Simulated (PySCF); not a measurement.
Cl₃Sb, charge +1, multiplicity 2. Atoms are numbered in the order given.

```xyz
4

Sb     0.0000     0.4239     0.0000
Cl    -1.0702    -0.4239    -1.8537
Cl     2.1405    -0.4239     0.0000
Cl    -1.0702    -0.4239     1.8537
```
Charge +1, spin multiplicity 2.

Geometry: PBE0-D3(BJ)/def2-SVP. The spin state was assumed, not searched. The isomer is the one that the SMILES or the coordinates give; other isomers of the formula were not compared. The def2 effective core potentials stand for the cores of Sb; spin–orbit coupling is left out.

The numbers are results of TDA-PBE/def2-SVPD (PySCF), not measurements.

Vertical excitations. The molecule is in vacuum.

```json
[
 {"state": "root 1", "energy (eV)": "1.03", "λ (nm)": "1201", "f": "0.000", "main pairs": "β HOMO→LUMO 100 %"},
 {"state": "root 2", "energy (eV)": "1.31", "λ (nm)": "946", "f": "0.001", "main pairs": "β HOMO−1→LUMO 88 %"},
 {"state": "root 3", "energy (eV)": "1.31", "λ (nm)": "946", "f": "0.001", "main pairs": "β HOMO−2→LUMO 88 %"},
 {"state": "root 4", "energy (eV)": "1.71", "λ (nm)": "727", "f": "0.013", "main pairs": "β HOMO−4→LUMO 86 %"},
 {"state": "root 5", "energy (eV)": "1.71", "λ (nm)": "727", "f": "0.013", "main pairs": "β HOMO−3→LUMO 86 %"},
 {"state": "root 6", "energy (eV)": "2.51", "λ (nm)": "493", "f": "0.008", "main pairs": "β HOMO−5→LUMO 97 %"},
 {"state": "root 7", "energy (eV)": "3.92", "λ (nm)": "316", "f": "0.021", "main pairs": "β HOMO−6→LUMO 89 %"},
 {"state": "root 8", "energy (eV)": "3.92", "λ (nm)": "316", "f": "0.021", "main pairs": "β HOMO−7→LUMO 89 %"},
 {"state": "root 9", "energy (eV)": "4.37", "λ (nm)": "284", "f": "0.012", "main pairs": "α HOMO→LUMO 97 %"},
 {"state": "root 10", "energy (eV)": "4.69", "λ (nm)": "264", "f": "0.000", "main pairs": "α HOMO−1→LUMO 68 %, β HOMO→LUMO+1 31 %"}
]
```
Unrestricted roots are not spin-pure.
